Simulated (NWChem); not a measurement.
All runs are NWChem calculations. System: O2Si (-1), charge -1, spin multiplicity 2, at a geometry optimised with UPBE/def2-SVP. The structure started from a generated list of species. Its SCF solution wasn't tested for a lower state. Level: UMP2/aug-cc-pVTZ, 7 core orbitals frozen.

Job file:

```
start mol
memory heap 200 mb stack 900 mb global 1100 mb
charge -1
geometry units angstroms nocenter noautoz
  O     -1.477280     0.000000     0.276890
  Si     0.000000     0.000000    -0.316446
  O      1.477280     0.000000     0.276890
  symmetry group C2v
end
basis spherical
  * library aug-cc-pvtz
end
scf
  uhf
  nopen 1
  maxiter 100
  thresh 1e-7
  semidirect memsize 60000000 filesize 0
  # guess.movecs holds the orbitals of an unrestricted PBE0 run
  vectors input guess.movecs output mol.movecs
end
mp2
  freeze core 7
end
task mp2 energy
```

Part of the output:

```
             Northwest Computational Chemistry Package (NWChem) 7.3.0
             --------------------------------------------------------

                                NWChem Input Module
                                -------------------

 Scaling coordinates for geometry "geometry" by  1.889725989
 (inverse scale =  0.529177249)

 Turning off AUTOSYM since
 SYMMETRY directive was detected!

                             Geometry "geometry" -> ""
                             -------------------------

 Output coordinates in angstroms (scale by  1.889725989 to convert to a.u.)

  No.       Tag          Charge          X              Y              Z
 ---- ---------------- ---------- -------------- -------------- --------------
    1 O                    8.0000    -1.47728000     0.00000000     0.27689000
    2 Si                  14.0000     0.00000000     0.00000000    -0.31644600
    3 O                    8.0000     1.47728000     0.00000000     0.27689000

 Effective nuclear repulsion energy (a.u.)      85.9207214438

            Nuclear Dipole moment (a.u.)
            ----------------------------
        X                 Y               Z
 ---------------- ---------------- ----------------
     0.0000000000     0.0000000000    -0.0000075589

      Symmetry information
      --------------------

 Group name             C2v
 Group number             16
 Group order               4
 No. of unique centers     2

      Symmetry unique atoms

     1    2


 Summary of "ao basis" -> "" (spherical)
 ------------------------------------------------------------------------------
       Tag                 Description            Shells   Functions and Types
 ---------------- ------------------------------  ------  ---------------------
 *                        aug-cc-pvtz                 on all atoms

 Summary of "ao basis" -> "ao basis" (spherical)
 ------------------------------------------------------------------------------
       Tag                 Description            Shells   Functions and Types
 ---------------- ------------------------------  ------  ---------------------
 O                        aug-cc-pvtz               14       46   5s4p3d2f
 Si                       aug-cc-pvtz               16       50   6s5p3d2f

                                 NWChem SCF Module
                                 -----------------

  ao basis        = "ao basis"
  functions       =   142
  atoms           =     3
  alpha electrons =    16
  beta  electrons =    15
  charge          =  -1.00
  wavefunction    = UHF
  use symmetry    = T
  symmetry adapt  = T

 Summary of "ao basis" -> "ao basis" (spherical)
 ------------------------------------------------------------------------------
       Tag                 Description            Shells   Functions and Types
 ---------------- ------------------------------  ------  ---------------------
 O                        aug-cc-pvtz               14       46   5s4p3d2f
 Si                       aug-cc-pvtz               16       50   6s5p3d2f

      Symmetry analysis of basis
      --------------------------

        a1         51
        a2         21
        b1         42
        b2         28

 Forming initial guess at       0.1s

   Symmetry analysis of molecular orbitals - initial alpha
   -------------------------------------------------------

  Numbering of irreducible representations:

     1 a1          2 a2          3 b1          4 b2

  Orbital symmetries:

     1 a1          2 b1          3 a1          4 a1          5 b2
     6 a1          7 b1          8 a1          9 b1         10 a1
    11 b1         12 a1         13 b2         14 a2         15 b1
    16 a1         17 b2         18 a1         19 b1         20 a1
    21 b2         22 a1         23 b1         24 a1         25 b2
    26 a2

   Symmetry analysis of molecular orbitals - initial beta
   ------------------------------------------------------

  Numbering of irreducible representations:

     1 a1          2 a2          3 b1          4 b2

  Orbital symmetries:

     1 a1          2 b1          3 a1          4 a1          5 b2
     6 a1          7 b1          8 a1          9 b1         10 a1
    11 b1         12 b2         13 a1         14 a2         15 b1
    16 a1         17 b2         18 a1         19 b1         20 a1
    21 b2         22 a1         23 b1         24 a1         25 b2
    26 a2

 Starting SCF solution at       0.1s

 ----------------------------------------------
         Quadratically convergent UHF

 Convergence threshold     :          1.000E-07
 Maximum no. of iterations :          100
 Integral*density screening:          1.000E-09
 ----------------------------------------------

              iter       energy          gnorm     gmax       time
             ----- ------------------- --------- --------- --------
                 1     -438.7521469462  5.85D-01  8.60D-02      2.9
                 2     -438.7763511750  4.41D-02  9.60D-03      3.4
                 3     -438.7772414186  1.58D-03  3.91D-04      4.3
                 4     -438.7772426507  1.45D-06  2.80D-07      5.7
                 5     -438.7772426507  9.36D-09  1.59D-09      6.8

       Final UHF  results
       ------------------

         Total SCF energy =   -438.777242650676
      One electron energy =   -787.111586169603
      Two electron energy =    262.413622075088
 Nuclear repulsion energy =     85.920721443839

                       Sz =      0.5000
                 Sz(Sz+1) =      0.7500
                      S^2 =      0.7659

        Time for solution =      6.7s

       Symmetry analysis of molecular orbitals - alpha
[...]
     8      0.198913  1 O  pz               104      0.198913  3 O  pz

 Vector   14  Occ=1.000000D+00  E=-2.272081D-01  Symmetry=a2
              MO Center=  1.6D-14, -3.0D-15,  2.3D-01, r^2= 2.8D+00
   Bfn.  Coefficient  Atom+Function         Bfn.  Coefficient  Atom+Function
  ----- ------------  ---------------      ----- ------------  ---------------
    10      0.294295  1 O  py               106     -0.294295  3 O  py
    13      0.259015  1 O  py               109     -0.259015  3 O  py
     7      0.230516  1 O  py               103     -0.230516  3 O  py

 Vector   15  Occ=1.000000D+00  E=-2.180794D-01  Symmetry=b1
              MO Center= -3.6D-14, -4.8D-15,  1.9D-01, r^2= 2.9D+00
   Bfn.  Coefficient  Atom+Function         Bfn.  Coefficient  Atom+Function
  ----- ------------  ---------------      ----- ------------  ---------------
    11      0.272459  1 O  pz               107     -0.272459  3 O  pz
    14      0.233542  1 O  pz               110     -0.233542  3 O  pz
     8      0.214627  1 O  pz               104     -0.214627  3 O  pz

 Vector   16  Occ=0.000000D+00  E= 1.632357D-01  Symmetry=a1
              MO Center=  8.9D-16,  2.6D-15, -2.4D+00, r^2= 1.2D+01
   Bfn.  Coefficient  Atom+Function         Bfn.  Coefficient  Atom+Function
  ----- ------------  ---------------      ----- ------------  ---------------
    52     -2.248110  2 Si s                 51     -2.232645  2 Si s
     5      2.118588  1 O  s                101      2.118588  3 O  s
    67      1.189560  2 Si pz                17     -0.847655  1 O  pz
   113     -0.847655  3 O  pz                82     -0.709124  2 Si d  2
    80      0.601666  2 Si d  0              64     -0.362868  2 Si pz

 Vector   17  Occ=0.000000D+00  E= 1.714648D-01  Symmetry=b2
              MO Center= -3.9D-16, -2.6D-16, -5.2D-01, r^2= 2.0D+01
   Bfn.  Coefficient  Atom+Function         Bfn.  Coefficient  Atom+Function
  ----- ------------  ---------------      ----- ------------  ---------------
    66      1.556869  2 Si py                16     -0.567887  1 O  py
   112     -0.567887  3 O  py

 Vector   18  Occ=0.000000D+00  E= 1.815018D-01  Symmetry=b1
              MO Center= -6.4D-15,  2.5D-16, -4.4D-01, r^2= 2.3D+01
   Bfn.  Coefficient  Atom+Function         Bfn.  Coefficient  Atom+Function
  ----- ------------  ---------------      ----- ------------  ---------------
     5      1.974195  1 O  s                101     -1.974195  3 O  s
    65      1.842292  2 Si px                62      1.247409  2 Si px
    81     -0.616603  2 Si d  1

 center of mass
 --------------
 x =   0.00000000 y =   0.00000000 z =   0.00014098

 moments of inertia (a.u.)
 ------------------
          18.762919313358           0.000000000000           0.000000000000
           0.000000000000         268.070281921562           0.000000000000
           0.000000000000           0.000000000000         249.307362608203

  Mulliken analysis of the total density
  --------------------------------------

    Atom       Charge   Shell Charges
 -----------   ------   -------------------------------------------------------
    1 O    8     8.82   1.95  1.02  0.23  0.60  0.03  1.21  2.11  1.49  0.15  0.00  0.01  0.01  0.00  0.00
    2 Si  14    13.36   2.00  1.92  0.77  0.13  0.39  0.08  5.50  1.09  0.57  0.35 -0.00  0.19  0.27  0.02  0.09 -0.01
    3 O    8     8.82   1.95  1.02  0.23  0.60  0.03  1.21  2.11  1.49  0.15  0.00  0.01  0.01  0.00  0.00

  Mulliken analysis of the alpha density
  --------------------------------------

    Atom       Charge   Shell Charges
 -----------   ------   -------------------------------------------------------
    1 O    8     4.49   0.97  0.51  0.12  0.30  0.02  0.64  1.10  0.74  0.06  0.00  0.01  0.01  0.00  0.00
    2 Si  14     7.02   1.00  0.96  0.43  0.07  0.27  0.07  2.75  0.62  0.29  0.23  0.00  0.12  0.15  0.01  0.04 -0.01
    3 O    8     4.49   0.97  0.51  0.12  0.30  0.02  0.64  1.10  0.74  0.06  0.00  0.01  0.01  0.00  0.00

   Mulliken analysis of the beta density
   -------------------------------------

    Atom       Charge   Shell Charges
 -----------   ------   -------------------------------------------------------
    1 O    8     4.33   0.98  0.50  0.12  0.30  0.00  0.58  1.02  0.75  0.08  0.00  0.01  0.01  0.00  0.00
    2 Si  14     6.34   1.00  0.96  0.34  0.06  0.12  0.00  2.75  0.47  0.28  0.12 -0.00  0.07  0.11  0.00  0.05 -0.00
    3 O    8     4.33   0.98  0.50  0.12  0.30  0.00  0.58  1.02  0.75  0.08  0.00  0.01  0.01  0.00  0.00

   Mulliken analysis of the spin density
   -------------------------------------

    Atom       Charge   Shell Charges
 -----------   ------   -------------------------------------------------------
    1 O    8     0.16  -0.00  0.01  0.00  0.00  0.02  0.06  0.08 -0.00 -0.02  0.00  0.00  0.00  0.00  0.00
    2 Si  14     0.69   0.00  0.00  0.09  0.01  0.15  0.07  0.00  0.16  0.01  0.10  0.01  0.05  0.04  0.01 -0.01 -0.00
    3 O    8     0.16  -0.00  0.01  0.00  0.00  0.02  0.06  0.08 -0.00 -0.02  0.00  0.00  0.00  0.00  0.00

       Multipole analysis of the density wrt the origin
       ------------------------------------------------

     L   x y z        total         alpha         beta         nuclear
     -   - - -        -----         -----         ----         -------
     0   0 0 0     -1.000000    -16.000000    -15.000000     30.000000

     1   1 0 0     -0.000000     -0.000000     -0.000000      0.000000
     1   0 1 0      0.000000      0.000000      0.000000      0.000000
     1   0 0 1     -0.625636      0.515804     -1.141433     -0.000008

     2   2 0 0    -32.545216    -80.138627    -77.099939    124.693349
     2   1 1 0     -0.000000     -0.000000     -0.000000      0.000000
     2   1 0 1      0.000000     -0.000000      0.000000      0.000000
     2   0 2 0    -18.117446    -10.050772     -8.066675      0.000000
     2   0 1 1      0.000000     -0.000000      0.000000      0.000000
     2   0 0 2    -20.812561    -18.188594    -12.010945      9.386979

                   NWChem MP2 Semi-direct Energy/Gradient Module
                   ---------------------------------------------

  Basis functions       =    142
  Molecular orbitals    =    142
  Frozen core           =      7
  Frozen virtuals       =      0
  Active alpha occupied =      9
  Active beta occupied  =      8
  Active alpha virtual  =    126
  Active beta virtual   =    127
  Use MO symmetry       = T
  Use skeleton AO sym   = T

  AO/Fock/Back tols     =   1.0D-09  1.0D-09  1.0D-09

 GA uses MA = F    GA memory limited = T

 Available:
  local mem=  1.26D+08
 global mem=  1.44D+08
 local disk=  0.00D+00
  mp2_memr nvloc                   126
  nvloc new                   126
   1 passes of   9:        5242880                      97811                  38868130.
   1 passes of   9: M    126151343           G      144138872           F     120908463.

 Semi-direct pass number   1 of   1  for UHF alpha       at        7.0s
  vrange nnbf                 10072
  mp2_eaftype                   148  avail_ma_in_mb                  1099
 EAF : mp2_eaftype filesize         148   19434065.
  mp2_eaf for mointskh                    148
Node 0 wrote     91.4 Mb in      0.1 s     Agg I/O rate:   612.0 Mb/s
 Done moints_semi at       15.7s
  mp2_eaftype                   148  avail_ma_in_mb                   951
 EAF : mp2_eaftype filesize         148   19434065.
  mp2_eaf for kh                   148
 Done maket at       15.9s
 Done multipass loop at       15.9s

 GA uses MA = F    GA memory limited = T

 Available:
  local mem=  1.26D+08
 global mem=  1.44D+08
 local disk=  0.00D+00
  mp2_memr nvloc                   127
  nvloc new                   127
   1 passes of   8:        5242880                      91914                  34827244.
   1 passes of   8: M    126151343           G      144138872           F     120908463.

 Semi-direct pass number   1 of   1  for UHF beta        at       15.9s
  vrange nnbf                 10072
  mp2_eaftype                   132  avail_ma_in_mb                  1099
 EAF : mp2_eaftype filesize         132   17413622.
  mp2_eaf for mointskh                    132
Node 0 wrote     81.9 Mb in      0.1 s     Agg I/O rate:   640.1 Mb/s
 Done moints_semi at       24.4s
  mp2_eaftype                   132  avail_ma_in_mb                   967
 EAF : mp2_eaftype filesize         132   17413622.
  mp2_eaf for kh                   132
 Done maket at       24.6s
 Done multipass loop at       24.6s

          -------------------------------------------
          SCF energy                -438.777242650676
          Correlation energy          -0.612886736047
          Singlet pairs                0.000000000000
          Triplet pairs                0.000000000000
          Total MP2 energy          -439.390129386723
          -------------------------------------------

          ---------------------------------------------------
                    Spin Component Scaled (SCS) MP2
          Same spin pairs                     -0.164550152970
          Same spin scaling factor             0.333333333333
          Opposite spin pairs                 -0.448336583077
          Opposite spin scaling fact.          1.200000000000
          SCS-MP2 correlation energy          -0.592853950682
          Total SCS-MP2 energy              -439.370096601358
          ---------------------------------------------------

 -----------------------
 Performance information
 -----------------------

 Timer overhead =  9.92D-08 seconds/call

               Nr. of calls         CPU time (s)                 Wall time (s)                GFlops
             ---------------    -------------------     ------------------------------   -------------------
Name         Min   Avg   Max    Min     Avg     Max     Min     Avg     Max   Mx/calls   Min     Max     Sum
mp2: moin     2     2     2    17.     17.     17.      17.     17.     17.     8.6      0.0     0.0     0.0
mp2: make     2     2     2   0.44    0.44    0.44     0.44    0.44    0.44    0.22      0.0     0.0     0.0
mp2: tota     1     1     1    18.     18.     18.      18.     18.     18.     18.      0.0     0.0     0.0

 The average no. of pstat calls per process was 5.00D+00
 with a timing overhead of 4.96D-07s

 Task  times  cpu:       24.6s     wall:       24.6s

 Total times  cpu:       24.6s     wall:       24.6s
```
